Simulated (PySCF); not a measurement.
**AsC: energy against distance**

Set-up: basis As x2c-TZVPPall, C x2c-TZVPPall; spin-free X2C with a Gaussian nucleus; PySCF 2.14. Energies in eV from As + C in their ground configurations at the same level. State: ²Σ⁺ (doublet), unpaired electrons σ ↑.

All columns are PBE0. A positive dipole means As(−)C(+).

```json
{"R (Å)": "1.433", "E (eV)": "-2.583", "μ (D)": "-1.21", "Mulliken charge on As (basis-dependent)": "0.00", "HOMO (eV)": "-8.50", "LUMO (eV)": "-3.85", "Mayer bond order": "3.01", "⟨S²⟩": "0.77"}
{"R (Å)": "1.499", "E (eV)": "-3.564", "μ (D)": "-1.28", "Mulliken charge on As (basis-dependent)": "-0.03", "HOMO (eV)": "-8.26", "LUMO (eV)": "-4.03", "Mayer bond order": "2.99", "⟨S²⟩": "0.78"}
{"R (Å)": "1.566", "E (eV)": "-4.108", "μ (D)": "-1.34", "Mulliken charge on As (basis-dependent)": "-0.02", "HOMO (eV)": "-8.04", "LUMO (eV)": "-4.18", "Mayer bond order": "2.96", "⟨S²⟩": "0.79"}
{"R (Å)": "1.616", "E (eV)": "-4.301", "μ (D)": "-1.37", "Mulliken charge on As (basis-dependent)": "-0.01", "HOMO (eV)": "-7.89", "LUMO (eV)": "-4.28", "Mayer bond order": "2.93", "⟨S²⟩": "0.81"}
{"R (Å)": "1.666", "E (eV)": "-4.354", "μ (D)": "-1.40", "Mulliken charge on As (basis-dependent)": "0.00", "HOMO (eV)": "-7.76", "LUMO (eV)": "-4.37", "Mayer bond order": "2.89", "⟨S²⟩": "0.83"}
{"R (Å)": "1.716", "E (eV)": "-4.301", "μ (D)": "-1.41", "Mulliken charge on As (basis-dependent)": "0.02", "HOMO (eV)": "-7.63", "LUMO (eV)": "-4.44", "Mayer bond order": "2.83", "⟨S²⟩": "0.87"}
{"R (Å)": "1.783", "E (eV)": "-4.114", "μ (D)": "-1.40", "Mulliken charge on As (basis-dependent)": "0.05", "HOMO (eV)": "-7.49", "LUMO (eV)": "-4.50", "Mayer bond order": "2.69", "⟨S²⟩": "0.98"}
{"R (Å)": "1.866", "E (eV)": "-3.771", "μ (D)": "-1.36", "Mulliken charge on As (basis-dependent)": "0.08", "HOMO (eV)": "-7.37", "LUMO (eV)": "-4.53", "Mayer bond order": "2.43", "⟨S²⟩": "1.20"}
{"R (Å)": "1.966", "E (eV)": "-3.294", "μ (D)": "-1.37", "Mulliken charge on As (basis-dependent)": "0.11", "HOMO (eV)": "-7.31", "LUMO (eV)": "-4.55", "Mayer bond order": "2.09", "⟨S²⟩": "1.49"}
{"R (Å)": "2.099", "E (eV)": "-2.648", "μ (D)": "-1.49", "Mulliken charge on As (basis-dependent)": "0.14", "HOMO (eV)": "-7.30", "LUMO (eV)": "-4.58", "Mayer bond order": "1.72", "⟨S²⟩": "1.82"}
```

A fit through these points gives, at Re = 1.664 Å, μ = -1.40 D and dμ/dR = -0.380 D/Å; the reduced mass is 10.34 u.

**Question.** How strong is the fundamental in the double-harmonic approximation, I = 42.26·(dμ/dR)²/μred km/mol?

**Answer.** I = 42.26·(-0.380)²/10.34 = 0.590 km/mol at PBE0.

⟨S²⟩ of the unrestricted solution departs from its pure value on part of the curve, where spin states mix. Spin–orbit coupling is left out. The state is the lowest determinant that a PBE0 search found; another state may lie lower at other levels.
